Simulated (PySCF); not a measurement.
**Sr: ionisation energy**

Sr [Kr] 5s2 (1S) → Sr⁺ [Kr] 5s1 (2S), as a difference of total energies. Calculation: PySCF 2.14, in aug-cc-pwCVTZ-X2C with one added diffuse shell each of s, p, d, f type (11s10p8d4f, 109 functions); the spin-free X2C one-electron Hamiltonian (Gaussian nucleus). Correlated levels: valence and next inner shell: [Ar] 3d10 frozen. The calculations carry no spin-orbit coupling.

```tsv
method	ionisation energy (eV)	error (eV)
UHF	4.744	-0.951
MP2 (valence and next inner shell)	5.577	-0.118
SCS-MP2 (valence and next inner shell)	5.614	-0.081
CCSD (valence and next inner shell)	5.588	-0.107
CCSD(T) (valence and next inner shell)	5.661	-0.034
```

Reference: 5.695 eV (measured; NIST Atomic Spectra Database, ionization energies).

Errors of the correlated levels include the incompleteness of this basis and the frozen core.
